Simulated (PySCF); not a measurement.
C₆H₇F₃O.
Z-matrix (Å and degrees, PBE0-D3(BJ)/def2-SVP geometry), rows numbered from 1:
```
C 
C   1  1.3300
O   2  1.3586  1  121.82
C   3  1.3585  2  119.45  1   151.46
C   4  1.3371  3  124.96  2   -23.39
C   4  1.4970  3  110.53  2   156.01
C   6  1.5127  4  112.82  3   -84.97
F   7  1.3360  6  110.55  4   174.28
F   7  1.3364  6  111.50  4   -66.29
F   7  1.3337  6  112.00  4    54.15
H   1  1.0918  2  121.08  3    -3.61
H   1  1.0901  2  119.73  3   175.13
H   2  1.0967  1  123.53  3  -176.71
H   5  1.0898  4  119.54  3   178.50
H   5  1.0908  4  122.20  3    -2.17
H   6  1.0995  4  109.29  3    34.35
H   6  1.0975  4  111.24  3   154.16
```

Level: CAM-B3LYP/def2-SVPD in PySCF, non-relativistic, on one gas-phase PBE0-D3(BJ)/def2-SVP geometry that isn't relaxed in the solvent. The solvent is an IEF-PCM continuum (cavity from Bondi-type radii × 1.2). The model holds no explicit solvent molecules, cavitation or dispersion.

Gas phase at CAM-B3LYP/def2-SVPD: HOMO -8.24 eV, LUMO 0.69 eV, dipole 2.14 D.

Task: What does the continuum do to the energy, the frontier levels and the dipole at CAM-B3LYP/def2-SVPD in tetrahydrofuran and dimethylsulfoxide?

Result: 
| solvent | ε | E(solvent) − E(gas) (kJ/mol) | polarisation term (kJ/mol) | distortion of the solute (kJ/mol) | HOMO (eV) | LUMO (eV) | dipole (D) |
| --- | --- | --- | --- | --- | --- | --- | --- |
| tetrahydrofuran | 7.426 | -16.98 | -18.73 | 1.75 | -8.11 | 0.87 | 2.53 |
| dimethylsulfoxide | 46.83 | -20.77 | -23.47 | 2.70 | -8.11 | 0.89 | 2.62 |

The polarisation term is half the interaction of the solute with the surface charges that it induces; the rest is the cost of distorting the solute's density. The sum is the electrostatic part of solvation alone. From tetrahydrofuran to dimethylsulfoxide the lowering changes by a factor 1.22, Onsager's factor (ε − 1)/(2ε + 1) by 1.19 and ε itself by 6.3.

Task: Which radius a makes the point-dipole formula ΔE = −[(ε − 1)/(2ε + 1)]·μ²/a³ give the value in dimethylsulfoxide, with the gas-phase dipole?

Result: μ = 0.843 au and |ΔE| = 0.00791 Eh give a = 1.86 Å; the farthest nucleus lies 4.05 Å from the centroid of the nuclei, so such a sphere wouldn't even hold the nuclei. The formula assumes a rigid point dipole at the centre of a sphere.

Task: How does the static polarisability (CAM-B3LYP/def2-SVPD, frozen core, with the continuum's full static response) change?

Result: 
```tsv
medium	isotropic (au)	principal values (au)	⟨r²⟩ of the electrons (bohr²)
gas	81.8	63.5, 80.3, 101.6	1656.9
tetrahydrofuran	102.2	80.0, 101.5, 124.9	1656.5
dimethylsulfoxide	107.6	85.2, 107.0, 130.7	1656.3
```

The isotropic value in dimethylsulfoxide is 1.32 times the gas-phase one; no cavity-field correction is applied. ⟨r²⟩ is taken about the centre of nuclear charge.
